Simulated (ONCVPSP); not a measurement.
# u(r) = r·R(r): atom against pseudo-atom (boron (B))

Columns: radius, all-electron u(r) and pseudo u(r) of the 2p shell (level -3.56 eV) of boron in the configuration [He] 2s2 2p1; PBEsol, scalar-relativistic, ONCV scheme, ONCVPSP 4.0.1.

```
r (bohr)  all-electron  pseudo
   0.128        0.0415  0.0157
   0.255        0.1251  0.0600
   0.382        0.2184  0.1278
   0.510        0.3078  0.2121
   0.638        0.3866  0.3044
   0.765        0.4527  0.3960
   0.893        0.5079  0.4814
   1.020        0.5512  0.5531
   1.148        0.5837  0.6078
   1.275        0.6059  0.6423
   1.402        0.6194  0.6581
   1.530        0.6254  0.6584
   1.658        0.6251  0.6484
   1.785        0.6197  0.6332
   1.912        0.6100  0.6164
   2.040        0.5970  0.5992
   2.168        0.5813  0.5818
   2.295        0.5637  0.5637
   2.422        0.5446  0.5446
   2.550        0.5244  0.5244
   2.678        0.5034  0.5034
   2.805        0.4823  0.4823
   2.932        0.4611  0.4611
   3.060        0.4397  0.4397
   3.188        0.4187  0.4187
   3.315        0.3982  0.3982
```

Q: How many radial nodes do the two functions have?

A: The all-electron 2p function has n − l − 1 = 0; the pseudo-wave has 0.

Q: At about which radius was the pseudo-wave matched?

A: 2.55 bohr. The columns agree to 0.0005 from 2.17 bohr on; several derivatives are matched, so the curves merge somewhat inside the radius.

Q: Is the pseudo-wave norm-conserving?

A: Yes: the ONCV scheme keeps the norm inside the radius equal to the all-electron one, which fixes the energy derivative of the logarithmic derivative at the level.
